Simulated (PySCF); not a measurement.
# Orbital energies, ionisation energy and electron affinity

Species: C5H11GeNSi2.
Structure used (PBE0-D3(BJ)/def2-SVP), in Å, numbered top down from 1:
```xyz
20
C5H11GeNSi2 angstrom
Ge     2.609    0.052    1.594
Si     2.175    1.961    0.231
Si     0.506    1.322   -1.288
C     -0.756    0.363   -0.268
C     -1.718    1.022    0.510
C     -2.568    0.274    1.323
N     -2.519   -1.053    1.413
C     -1.609   -1.686    0.679
C     -0.713   -1.033   -0.169
H      3.868    0.250    2.460
H      1.404   -0.213    2.513
H      2.821   -1.185    0.700
H      3.420    2.412   -0.466
H      1.673    3.081    1.089
H      1.088    0.418   -2.327
H     -0.146    2.495   -1.947
H     -1.813    2.112    0.490
H     -3.326    0.777    1.935
H     -1.584   -2.779    0.766
H      0.010   -1.619   -0.744
```

Level: B3LYP/def2-SVPD (PySCF). Frontier orbitals with their largest atomic shares (Löwdin; up to four atoms above 4 %):

```csv
orbital,ε (eV),main atoms
HOMO−3,-8.17,"Si2 22 %, Ge1 21 %, C4 11 %, N7 9 %"
HOMO−2,-7.60,"C9 20 %, C6 12 %, Si2 11 %, C8 11 %"
HOMO−1,-7.58,"C5 19 %, Si2 13 %, C8 11 %, Si3 10 %"
HOMO,-7.19,?
LUMO,-1.53,"C4 23 %, N7 20 %, C5 11 %, C9 11 %"
LUMO+1,-1.02,"C6 17 %, C8 16 %, C9 16 %, C5 16 %"
LUMO+2,-0.54,"Ge1 19 %, Si3 19 %, Si2 18 %, H10 10 %"
```

**Question.** What vertical ionisation energy does ΔSCF give, and how far is −ε(HOMO) from it?

**Answer.** ΔSCF: 9.01 eV (869 kJ/mol; threshold wavelength 138 nm); ⟨S²⟩ of the doublet left behind is 0.758, against 0.75 for a pure doublet. −ε(HOMO) is 7.19 eV, 1.82 eV below it. For the exact functional −ε(HOMO) would equal the first vertical ionisation energy; B3LYP (global hybrid, 20 % exact exchange) falls short of its own ΔSCF value by 20 %.

**Question.** On which atoms does the HOMO lie?

**Answer.** N7 (pyridine-type nitrogen) 54 %, C8 (aromatic CH next to a ring nitrogen) 10 %, C6 (aromatic CH next to a ring nitrogen) 10 %, C9 (aromatic CH carbon) 5 %. The HOMO−1 lies 0.39 eV lower.

**Question.** And the vertical electron affinity, the fundamental gap, Mulliken's electronegativity and the hardness (with the factor ½)?

**Answer.** EA = -0.17 eV by ΔSCF (−ε(LUMO) = 1.53 eV); a negative value means that the added electron isn't bound at this geometry and level, and the number then depends on the basis. IE − EA = 9.18 eV against an orbital gap of 5.66 eV; (IE + EA)/2 = 4.42 eV; (IE − EA)/2 = 4.59 eV.

**Question.** How many of the 10 lowest singlet excitations (vertical TDDFT, same level) lie below the ionisation energy?

**Answer.** All 10; they run from 4.44 to 6.36 eV.

**Question.** Shift the occupied levels rigidly so that −ε(HOMO) equals the ΔSCF value. What binding energies result?

**Answer.** The shift is +1.82 eV: HOMO 9.01, HOMO−1 9.40, HOMO−2 9.42, HOMO−3 9.99 eV. A rigid shift is only a rough guide to the deeper ionisations.

Geometry: PBE0-D3(BJ)/def2-SVP, one conformer, isolated molecule. The calculation is non-relativistic, for germanium too.

The run behind these numbers computed excited states and ΔSCF ions as well. Hardware: one thread of an Arm Neoverse N1, shared host. Cost: 20 min wall (grids of density and orbitals included), 1.4 GiB resident at most.
